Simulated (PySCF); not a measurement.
Start geometry of `[Pb]([CH3])([CH3])([CH3])[CH3]` (PbMe4) from GFN2-xTB (Å):
```
atom  x, y, z in Å
Pb1    0.064   -0.075    0.010
C2    -0.024   -0.028    2.290
H3    -1.086    0.058    2.625
H4     0.668    0.829    2.658
H5     0.418   -0.957    2.625
C6     2.161    0.018   -0.777
H7     2.203   -0.121   -1.844
H8     2.764   -0.798   -0.334
H9     2.646    0.954   -0.454
C10   -1.092    1.877   -0.721
H11   -0.992    1.965   -1.795
H12   -0.647    2.759   -0.248
H13   -2.220    1.843   -0.539
C14   -1.131   -1.864   -0.756
H15   -2.066   -1.984   -0.308
H16   -0.497   -2.707   -0.516
H17   -1.197   -1.771   -1.855
```

Q: What comes out of this run: PBE0-D3(BJ)/def2-SVP geometry optimisation, gas phase, def2 core potentials past Kr (PySCF)?

A: 
```
atom  x, y, z in Å
Pb1   -0.006    0.002    0.002
C2     0.002   -0.025    2.245
H3    -1.026    0.070    2.619
H4     0.605    0.813    2.619
H5     0.433   -0.972    2.598
C6     2.109    0.009   -0.741
H7     2.115   -0.096   -1.835
H8     2.659   -0.829   -0.291
H9     2.595    0.955   -0.463
C10   -1.063    1.841   -0.724
H11   -0.944    1.927   -1.813
H12   -0.631    2.727   -0.238
H13   -2.131    1.773   -0.478
C14   -1.057   -1.824   -0.766
H15   -2.049   -1.900   -0.299
H16   -0.468   -2.718   -0.518
H17   -1.172   -1.752   -1.856
```

The energy falls by 39.8 kJ/mol over 8 energy and gradient evaluations, the largest force component goes from 0.0452 to 2.5e-04 Eh/bohr, and the atoms move by 0.074 Å rms after alignment. The bond that changes most is Pb1–C10 (ends: lead bonded to 4 C; carbon bonded to Pb and 3 H), which shortens by 0.141 Å. Bonds longer at the end by more than 0.005 Å: 5 of 16; shorter: 8. Among the angles that change most is Pb1–C14–H16, from 103.3° to 109.5°. The orientation of the end geometry is arbitrary; only internal coordinates are fixed.

The run used 142 basis functions and 52 SCF cycles in all. The run took 78 s on an Intel Xeon Platinum 8488C with one thread, shared host with 96 logical CPUs at a one-minute load of 36, and the process peaked at 0.57 GiB of memory.

Stationary, but not proved a minimum.
